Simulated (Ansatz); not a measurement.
```xyz
10

C     0.816    0.911   -0.592
V    -0.568   -0.022    0.533
O    -1.221    1.111    1.374
O     0.336   -1.129    1.570
O    -1.729   -0.699   -0.613
H     1.527    1.402    0.075
H     1.330    0.181   -1.222
H     0.311    1.655   -1.211
H     0.730   -1.942    1.240
H    -1.533   -1.469   -1.153
```

Total charge 0; spin multiplicity 1.

Problem. List the ωB97M-V/def2-TZVPP orbital energies in eV (the Gaussian-basis code of Ansatz). (Estimate.)

Solution. Ansatz gave: Occupied: -5372.23, -614.90, -526.71, -526.71, -526.71, -517.61, -517.57, -517.52, -281.27, -77.95, -51.37, -51.10, -50.78, -30.64, -30.44, -28.18, -21.92, -17.20, -16.60, -14.33, -14.19, -14.13, -13.67, -13.01, -12.79, -12.37, -12.22, -11.68, -10.93. Lowest empty: -0.10, 0.21, 0.79, 1.39, 1.76, 1.81, 2.95, 2.99.
